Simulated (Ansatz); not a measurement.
Cost and result up the ladder for AsH2(NMe2) (C2H8AsN) (12 atoms). Charge 0, multiplicity 1. Geometry: B3LYP-D4/def2-SVP.

```xyz
12

As   -1.3753    0.9789    0.9603
H    -0.3887    2.1787    0.9598
H    -2.0898    1.5356   -0.2754
N    -0.3641   -0.2694    0.0105
C     0.3447    0.1838   -1.1681
C     0.4091   -1.1781    0.8375
H     1.2183    0.8356   -0.9383
H    -0.3286    0.7504   -1.8294
H     0.7215   -0.6857   -1.7374
H    -0.1877   -1.5176    1.6985
H     0.6868   -2.0731    0.2514
H     1.3538   -0.7392    1.2306
```

Ansatz on 4 threads of Arm Neoverse N1 on a shared host. Times are rough, and most runs start from the orbitals of an earlier one. ωB97X-V/def2-TZVP serves as the yardstick here, not as an exact answer. Differences are given only for rows in sets of like size (and for xTB, whose basis is part of the method), since another set adds its own error. Binding counts from free atoms at the same level (As quartet, H doublet, N quartet, C triplet; other spins of the atoms weren't run), without zero-point energy or a counterpoise term.

The 6-31G sets use Cartesian d functions. B3LYP takes the VWN-RPA correlation. HSE06 is defined as in plane-wave codes, on full-range PBE exchange. Correlated methods freeze 12 core orbitals; core or outer-core shells of As are correlated, in sets that lack core-valence functions.

Correlated methods converge slowly with the basis.

| level | functions | wall time | binding energy per atom (eV) | difference from ωB97X-V/def2-TZVP (eV) |
| --- | --- | --- | --- | --- |
| HF/6-31G | 72 | 0.7 s | 2.26 | – |
| B3LYP-D4/6-31G | 72 | 1.6 s | 3.42 | – |
| PBE-D4/def2-SVP | 114 | 1.7 s | 3.59 | – |
| PBE0-D4/def2-SVP | 114 | 2.3 s | 3.53 | – |
| revPBE-D4/def2-TZVP | 189 | 2.7 s | 3.49 | -0.03 |
| PBE-D4/def2-TZVP | 189 | 2.7 s | 3.57 | 0.04 |
| PBE0-D4/def2-TZVP | 189 | 4 s | 3.50 | -0.02 |
| BHLYP-D4/def2-TZVP | 189 | 4.1 s | 3.42 | -0.11 |
| HSE06-D4/def2-TZVP | 189 | 4.3 s | 3.50 | -0.02 |
| r2SCAN-D4/def2-TZVP | 189 | 6 s | 3.49 | -0.03 |
| PBE0-D4/def2-TZVPD | 237 | 6 s | 3.51 | -0.02 |
| ωB97X-V/def2-TZVP | 189 | 11 s | 3.52 | 0.00 |
| B97M-V/def2-TZVP | 189 | 13 s | 3.51 | -0.02 |
| CCSD(T)/def2-TZVP | 189 | 1.9 min | 3.36 | -0.17 |
